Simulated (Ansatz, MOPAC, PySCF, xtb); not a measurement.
Pair of molecules: H2O (SMILES O) (first 3 atoms) with GeH4 (SMILES [GeH4]); geometry from B3LYP-D3(BJ)/def2-TZVP, rigid monomers moved along the line of their centres of mass till O1···Ge4 is 3.77 Å.
(charge 0, multiplicity 1):
```xyz
8

O      0.2621    -0.1240     0.4007
H     -0.6530     0.0334     0.1450
H      0.7021     0.7273     0.3054
Ge    -0.2272    -0.0457     4.1340
H     -0.4571     0.0382     5.6556
H     -0.6569     1.2923     3.5108
H     -1.0803    -1.1852     3.5641
H      1.2609    -0.2959     3.8656
```

```
level                                  interaction energy (kJ/mol)  minus CCSD(T)/CBS(aug-cc-pVDZ, aug-cc-pVTZ)   cost
-------------------------------------  ---------------------------  -------------------------------------------  -----
AM1                                                            1.0                                          5.5      -
PM3                                                            4.1                                          8.7      -
GFN2-xTB                                                      -9.6                                         -5.0      -
HF/STO-3G (no counterpoise)                                   -1.4                                          3.2      -
HF/3-21G (no counterpoise)                                   -17.4                                        -12.8      -
HF/6-31G*                                                     -1.4                                          3.1      -
HF/aug-cc-pVDZ                                                -1.8                                          2.8      -
PBE/def2-TZVPPD                                               -3.0                                          1.6     ×1
PBE-D4/def2-TZVPPD                                            -4.9                                         -0.3     ×1
B3LYP/3-21G (no counterpoise)                                -24.1                                        -19.6      -
B3LYP/6-31G* (no counterpoise)                               -10.2                                         -5.7      -
B3LYP/def2-TZVPPD                                             -1.2                                          3.4     ×2
PBE0-D3(BJ)/def2-TZVPPD                                       -4.8                                         -0.3     ×2
PBE0-D4/def2-TZVPPD                                           -4.6                                         -0.1     ×2
wB97X-V/def2-TZVPPD                                           -4.7                                         -0.2     ×3
wB97M-V/def2-TZVPPD                                           -4.6                                          0.0     ×4
SCS-MP2/aug-cc-pVDZ                                           -3.4                                          1.2      -
SCS-MP2/aug-cc-pVTZ                                           -3.6                                          1.0      -
CCSD(T)/aug-cc-pVTZ                                           -4.4                                          0.1  ×100*
CCSD(T)/CBS(aug-cc-pVDZ, aug-cc-pVTZ)                         -4.6                                          0.0  ×100*
```

 The comparison column counts from a level with limits of its own.

The rows run from -24.1 (B3LYP/3-21G (no counterpoise)) to 4.1 kJ/mol (PM3). The dispersion term adds -1.9 in PBE-D4. The 4 functionals in def2-TZVPPD without D3 or D4 span 3.6, from wB97X-V to B3LYP.

Counterpoise-corrected where a basis set is named; no monomer relaxation. Rows marked so take none.

Frozen-core correlation. Filled d and f shells under p-block atoms count as core. CBS: X⁻³ extrapolation of the correlation energy, Hartree–Fock from the larger set. Rows in 3-21G, 6-31G*, STO-3G carry no dispersion term and start afresh at each structure (6-31G* with six Cartesian d functions); the Pople sets are all-electron and without relativity. The state that AM1, PM3 reach isn't checked.

Codes used: Ansatz (Gaussian basis) for Hartree–Fock, density functionals and correlated methods; MOPAC for AM1, PM3 (differences of heats of formation); PySCF for 3-21G rows, 6-31G* rows, STO-3G rows, the dispersion terms; xtb for the GFN methods. Each number belongs to the level named beside it.

Costs are rough ratios of core time to PBE/def2-TZVPPD (about 2.2 s over the structures, on one shared machine); a dash marks a level with no comparable run of its own. A star marks coupled-cluster runs past 200 virtual orbitals, where the program's memory plan changes under this machine's limit, so their costs aren't comparable with smaller runs.

Ansatz is a first-principles code.
